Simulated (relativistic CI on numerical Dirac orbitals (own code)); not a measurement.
**Charge states of lead**

These numbers are calculated, not measured: Dirac-Coulomb-Breit CI, separate exchange-only KLI orbitals for each configuration, QED by a radiative potential, valence Slater integrals scaled by 0.9 (own radial code, finite nucleus).

Each species is treated in one configuration, given outside its closed core. Radial values are for the open shell of highest l, unscaled and averaged over j; ζ includes the Breit term. Labels give the leading LS character, summed over repeated terms.

```tsv
Ion	Configuration	Its lowest level	LS weight (%)	g_J	g√(J(J+1))	ζ (cm⁻¹)	Next level	E (cm⁻¹)
Pb⁷²⁺	2s2.2p6	1S_0	100		0.00			
Pb⁷³⁺	2s2.2p5	2P°_3/2	100	1.290	2.50	1.207e+07	2P°_1/2	1.8109e+07
Pb⁷⁴⁺	2s2.2p4	3P_2	68	1.294	3.17	1.222e+07	1S_0	543000
Pb⁷⁵⁺	2s2.2p3	J = 3/2 (mixed)	49	1.298	2.51	1.237e+07	4S°_3/2	1.8211e+07
Pb⁷⁶⁺	2s2.2p2	3P_0	68		0.00	1.253e+07	3P_1	1.8461e+07
Pb⁷⁷⁺	2s2.2p	?	?	?	?	?	?	?
Pb⁷⁸⁺	2s2	1S_0	100		0.00			
Pb⁷⁹⁺	2s	2S_1/2	100	1.937	1.68			
Pb⁸⁰⁺	1s2	1S_0	100		0.00
```

**Question.** Fill in the row of Pb⁷⁷⁺.

**Answer.** Its lowest level 2P°_1/2; LS weight (%) 100; g_J 0.602; g√(J(J+1)) 0.52; ζ (cm⁻¹) 1.269e+07; Next level 2P°_3/2; E (cm⁻¹) 1.9046e+07.
